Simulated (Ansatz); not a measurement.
The first iterations of a band of C3H8OSeSi (14 atoms, charge 0, multiplicity 1).

The calculation used Ansatz, RHF/def2-SVP.

```yaml
movable_images: 7
climbing_image: yes
spring: 5.0 eV/Å²
optimiser: quadratic models (default)
start_path: IDPP
force_threshold: 0.05 eV/Å
iteration_limit: 60
end_points: relaxed
```

Initial state:

```xyz
14
Properties=species:S:1:pos:R:3
C -1.201 1.367 -0.848
O -0.185 0.397 -0.905
C -0.343 -0.769 -0.255
Se -1.816 -1.888 -0.798
C 0.492 -1.132 0.709
Si 1.875 0.000 1.300
H -0.811 2.251 -1.343
H -1.448 1.609 0.187
H -2.101 1.031 -1.362
H -1.630 -1.668 -2.225
H 0.379 -2.125 1.128
H 1.367 1.356 1.616
H 2.458 -0.582 2.534
H 2.951 0.124 0.289
```

Final state:

```xyz
14
Properties=species:S:1:pos:R:3
C -1.315 2.044 -0.670
O -0.120 1.341 -0.888
C 0.016 0.111 -0.368
Se -1.129 -1.258 -1.111
C 0.897 -0.153 0.590
Si 1.368 -1.828 1.307
H -1.189 3.022 -1.126
H -1.504 2.164 0.398
H -2.166 1.539 -1.128
H -0.842 -0.917 -2.497
H 1.426 0.722 0.961
H 1.980 -2.705 0.282
H 2.361 -1.582 2.380
H 0.205 -2.530 1.899
```

| iteration | highest image above the first end (eV) | largest band force component (eV/Å) |
| --- | --- | --- |
| 1 | 3.543 | 2.665 |
| 2 | 2.823 | 1.312 |
| 3 | 2.673 | 1.204 |
| 4 | 2.347 | 0.931 |
| 5 | 2.185 | 1.020 |
| 6 | 1.915 | 1.271 |
| 7 | 1.664 | 1.504 |
| 8 | 1.694 | 2.278 |
| 9 | 1.873 | 1.341 |
| 10 | 1.605 | 1.564 |
| 11 | 1.682 | 3.130 |
| 12 | 1.929 | 1.435 |
| 13 | 1.759 | 1.366 |
| 14 | 1.677 | 3.045 |
| 15 | 2.257 | 1.597 |
| 16 | 2.144 | 1.445 |
| 17 | 2.059 | 1.386 |
| 18 | 1.948 | 1.442 |
| 19 | 1.845 | 1.405 |
| 20 | 1.717 | 1.352 |

Question: Does the band converge within its limit, and where does its top end?

Answer: It did not converge within its limit. It ended after 60 iterations with the highest image 2.548 eV above the first end. The band didn't meet its force threshold, so its energies are provisional: the largest band force was still 0.09 eV/Å, and over the last iterations the top stayed at 2.55 eV. Neighbouring images lie up to 3.7 Å apart, so the band is torn or far too coarse.

Run time: 16 min on 2 threads of Intel(R) Xeon(R) 6975P-C (Granite Rapids) (shared host), peak memory 0.47 GiB.
